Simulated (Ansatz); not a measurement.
**A barrier at the coupled-cluster level**

Start structure (GaNH₈O, closed shell), relaxed at PBE0-D4/def2-TZVP:

```
11
angstrom
Ga -1.6088 0.5072 -0.7725
H -0.3452 0.2858 -1.7195
H -2.5561 -0.7451 -0.5654
H -2.2195 1.9554 -0.7051
H 0.3433 0.0083 0.8655
O -0.5730 0.3976 1.0472
H 1.5420 -0.3794 -0.7720
N 1.7867 -0.4964 0.2078
H -1.0284 -0.1787 1.6660
H 2.0792 -1.4563 0.3428
H 2.5798 0.1016 0.4052
```

The step: GaH₃ + H₂O + NH₃ → GaH₃O ([OH][GaH2]) + NH₃ + H₂; bonds formed: H2–H7, H5–N8; dative contacts that become bonds: Ga1–O6; bonds broken: Ga1–H2, H5–O6, H7–N8. Ansatz 0.2.0; basis: def2-TZVPP and def2-QZVPP; cores frozen in the correlated methods. Filled d shells of the heavier atoms are correlated. The def2 sets are not built for correlating such inner shells, so the correlated values are less sure here. Extrapolation: Hartree–Fock as exp(−7.88 √X), correlation as X^−2.97. Energies below are by CCSD(T) at an estimated basis limit (MP2 extrapolated from triple and quadruple zeta, plus CCSD(T) − MP2 in triple zeta).

(1) What are the electronic barrier and the energy of the step, from the start structure to the end structure? (To be estimated.)

T1 diagnostic: at most 0.013.

Results:

(1) By the calculation: Barrier 0.820 eV; step energy 0.385 eV (uphill); reverse barrier, their difference, 0.435 eV. Barrier and step energy count from the start structure, the reverse barrier from the end structure.

The saddle point: One imaginary mode of 714i cm⁻¹.
```
  pair  start (Å)  saddle (Å)  end (Å)
Ga1–O6       2.10        1.87     1.81
 H2–H7       2.21        0.99     0.77
 H5–N8       1.66        1.04     1.02
Ga1–H2       1.59        1.79     2.29
 H5–O6       1.01        1.77     2.15
 H7–N8       1.02        1.35     2.24
```

Zero-point energy (harmonic, PBE0-D4): ZPE is 2.261 eV at the start and 2.161 eV at the saddle, so the barrier goes from 0.820 to 0.720 eV.

The step is the kind of ligand exchange by which a precursor binds to a hydroxyl group, or is hydrolysed, in atomic layer deposition of oxides.

Labels in which every atom is bracketed show which atoms are joined, not bond orders.

For scale, one of the runs: CCSD(T)/def2-TZVPP, 222 basis functions, launched by `ansatz run in.yaml --threads 4 --pin off --events-out ev --progress --plain --max-ram 9574MiB`. Hardware: 4 CPU threads of an Arm Neoverse V2, shared host. Wall time 110 s; peak host memory 3.6 GiB.
